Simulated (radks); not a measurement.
All-electron atom: Pm38+ in [Ar] 3d5 (the NIST ground configuration). Calculated with a radial shooting solver on a logarithmic mesh with Libxc functionals: scalar-relativistic Kohn-Sham, PBEsol, spin-polarised, spherical densities, finite nucleus; open shells are filled with parallel spins first (spin-orbit coupling, left out, can overturn this in heavy ions); Fermi nuclear charge, rms radius 4.962 fm. Some entries of the table are withheld. Estimate them.

orbital  occ.  eigenvalue (hartree)  <1/r> (bohr^-1)  <r> (bohr)
1s up       1             -1724.445            67.40     0.02319
1s down     1             -1724.433            67.40     0.02319
2s up       1             -338.2679            15.66     0.09851
2s down     1             -337.5411            15.69     0.09838
2p up       3             -309.8797            14.72         (1)
2p down     3             -309.3176            14.75         (2)
3s up       1                   (3)            6.046      0.2478
3s down     1                   (4)            6.019      0.2485
3p up       3             -111.1461            5.743         (5)
3p down     3             -110.3343            5.715         (6)
3d up       5             -100.3145            5.475      0.2170
3d down     0             -99.30028            5.456      0.2180

Answer. 
(1) 2p up <r> (bohr): 0.08663
(2) 2p down <r> (bohr): 0.08649
(3) 3s up eigenvalue (hartree): -119.9901
(4) 3s down eigenvalue (hartree): -119.2022
(5) 3p up <r> (bohr): 0.2431
(6) 3p down <r> (bohr): 0.2440
